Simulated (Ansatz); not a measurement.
Gas-phase electronic energies from Ansatz, PBE0-D4/def2-TZVP geometries. CCSD(T)/CBS adds triple-zeta CCSD(T) − MP2 to the extrapolated MP2 energy (def2 sets, frozen cores). This one scheme is used for every species. def2 core potentials past Kr. For Ge, In outer-core shells are correlated without core-valence functions, which leaves a few kJ/mol of doubt a bond. Scalar relativity is left out up to krypton. One conformer a species, not always the lowest.

Consider the hydrogenolysis of a C–O bond: `[GeH3][O][CH2][InH2]` + H₂ → `[CH3][InH2]` + `[OH][GeH3]`.

`[GeH3][O][CH2][InH2]`:

Z-matrix (Å, degrees):
```
Ge
O 1 1.784
H 1 1.542 2 108.7
H 1 1.532 2 105.5 3 -120.3
H 1 1.542 2 108.6 3 119.3
C 2 1.414 1 116.9 3 -59.6
In 6 2.176 2 110.3 1 -179.8
H 6 1.101 2 111.8 1 59.5
H 6 1.101 2 111.8 1 -59.1
H 7 1.734 6 118.9 2 -180.0
H 7 1.725 6 120.4 2 0.0
```

H₂:

Cartesian coordinates in Å:
```
H -0.271 0.104 -0.234
H 0.271 -0.104 0.234
```

`[CH3][InH2]`:

Cartesian coordinates in Å:
```
C 0.437 -0.392 0.821
In -0.477 0.454 -0.936
H 1.158 0.292 1.267
H -0.339 -0.605 1.561
H 0.932 -1.335 0.581
H -0.417 2.158 -1.231
H -1.296 -0.572 -2.063
```

`[OH][GeH3]`:

Z-matrix (Å, degrees):
```
Ge
O 1 1.783
H 1 1.531 2 104.3
H 1 1.541 2 109.9 3 119.6
H 1 1.541 2 109.9 3 -119.6
H 2 0.959 1 112.7 3 180.0
```

```tsv
species	CCSD(T)/CBS(def2) energy (Eh)
`[GeH3][O][CH2][InH2]`	-2383.31100
H₂	-1.17544
`[CH3][InH2]`	-230.83861
`[OH][GeH3]`	-2153.69723
```

Work out ΔE.

ΔE = (-230.83861) + (-2153.69723) − (-2383.31100) − (-1.17544) = -0.04940 Eh = -129.7 kJ/mol.

Largest T1 diagnostic among the species: 0.013.

At CCSD(T), def2-SVP lies +8.1 kJ/mol from the extrapolated value and def2-TZVPP −0.4 kJ/mol. From BLYP to BHLYP (50 % exact exchange), in def2-TZVPP and without D4, ΔE moves by −12.6 kJ/mol. In def2-TZVPP, CCSD(T) changes the Hartree–Fock value by +18.5 kJ/mol (the triples alone add +4.9 kJ/mol) and MP2 by +16.5 kJ/mol.
